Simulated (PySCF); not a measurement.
## AlCl₃ + H₂O → AlOCl + 2 HCl

Level: PBE in the def2-TZVP basis family, all electrons, no relativity, computed in PySCF with density fitting; open shells unrestricted.

| species | state and structure | E (Eh) | ZPE (kJ/mol) | H(298 K) − H(0) (kJ/mol) | S° (J/(mol K)) |
| --- | --- | --- | --- | --- | --- |
| AlCl₃ | singlet, D3h, Al–Cl 2.085 Å (×3) | -1622.59227 | 12.3 | 16.6 | 314.7 |
| H₂O | singlet, C2v, O–H 0.971 Å (×2); H–O–H 104.3° | -76.37680 | 54.3 | 9.9 | 189.0 |
| AlOCl | singlet, C∞v, Al–Cl 2.078 Å, Al–O 1.614 Å; Cl–Al–O 180.0° | -777.56551 | 11.3 | 12.6 | 258.7 |
| HCl | singlet, C∞v, H–Cl 1.289 Å | -460.62635 | 17.3 | 8.7 | 186.8 |

Task: What is the electronic reaction energy?

Result: At PBE/def2-TZVP, ΔE = 396.1 kJ/mol from the differences of the total energies times 2625.5, uphill. 

Task: Add zero-point, thermal and entropy terms for 298.15 K and 1 bar.

Result: ΔZPE = -20.7 and Δ[H(298) − H(0)] = 3.5 kJ/mol give ΔH° = 378.9 kJ/mol. ΔS° = 128.6 J/(mol K), so ΔG° = 378.9 − 298.15 × (0.1286) = 341 kJ/mol. ΔG° would change sign near 2950 K if ΔH° and ΔS° stayed fixed.

The structures come from searches over a few start shapes, so lower isomers are not excluded.
